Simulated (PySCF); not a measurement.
# Two-component Hartree-Fock for Nb (niobium, neutral)

Start: [Kr] 4d4 5s1; 4d5/2 filled at m_j = -1/2, +1/2, +3/2, +5/2; 5s1/2 filled at m_j = +1/2. Calculated with PySCF 2.14 in x2c-SVPall-2c with one added diffuse shell each of s, p, d type (7s9p7d1f, 76 functions): generalised Hartree-Fock with the X2C-1e Hamiltonian and a Gaussian nucleus; one run each with spin-orbit coupling (SO) switched off, then screened by Boettger's factors. This is a chosen level, not necessarily the ground level.

| spinor shell | electrons | ε, spin-free (eV) | ε, screened SO (eV) | weight of nominal j (screened SO) | rms radius, screened SO (bohr) |
| --- | --- | --- | --- | --- | --- |
| 1s1/2 | 2 | -19083.5 | -19082.7 | 1.000 | 0.0415 |
| 2s1/2 | 2 | -2741.3 | -2741.1 | 1.000 | 0.171 |
| 2p1/2 | 2 | -2442.1 | -2508.2 | 1.000 | 0.149 |
| 2p3/2 | 4 | -2442.1 | -2410.9 | 1.000 | 0.154 |
| 3s1/2 | 2 | -488.46 | -488.43 | 1.000 | 0.471 |
| 3p1/2 | 2 | -387.65 | -398.82 | 1.000 | 0.471 |
| 3p3/2 | 4 | -387.65 | -382.40 | 1.000 | 0.482 |
| 3d3/2 | 4 | -222.75 | -224.52 | 0.982 | 0.472 |
| 3d5/2 | 6 | -222.75 | -221.56 | 0.988 | 0.475 |
| 4s1/2 | 2 | -72.127 | -72.139 | 1.000 | 1.24 |
| 4p1/2 | 2 | -42.887 | -45.894 | 0.690 | 1.41 |
| 4p3/2 | 4 | -42.887 | -41.455 | 0.845 | 1.41 |
| 4d5/2 | 4 | -7.865 | -7.858 | 0.681 | 2.36 |
| 5s1/2 | 1 | -6.268 | -6.273 | 0.998 | 4.10 |

```json
{"quantity": "E (hartree)", "spin-free": "-3816.69994", "screened SO": "-3817.08768"}
{"quantity": "M_J", "spin-free": "9/2", "screened SO": "9/2"}
{"quantity": "⟨J²⟩", "spin-free": "24.760", "screened SO": "24.760"}
{"quantity": "⟨L²⟩", "spin-free": "6.006", "screened SO": "6.028"}
{"quantity": "⟨S²⟩", "spin-free": "8.754", "screened SO": "8.751"}
```

Each row is a mean over spinors that exchange with the open shell spreads, by up to 6.754 eV (4p3/2).

Rows whose weight is well below 1 are mixtures of j = l ± 1/2: exchange outweighs spin-orbit coupling there, and the label is only the starting occupation.

Breit and QED terms are absent; they matter most for the inner s and p1/2 levels.

Densities and radii are taken from the X2C orbitals without a picture-change correction, which distorts them close to the nucleus.

Without spin-orbit coupling the j labels of p, d and f shells carry no meaning; the spin-free column gives the mean over the occupied spinors of each nl shell.
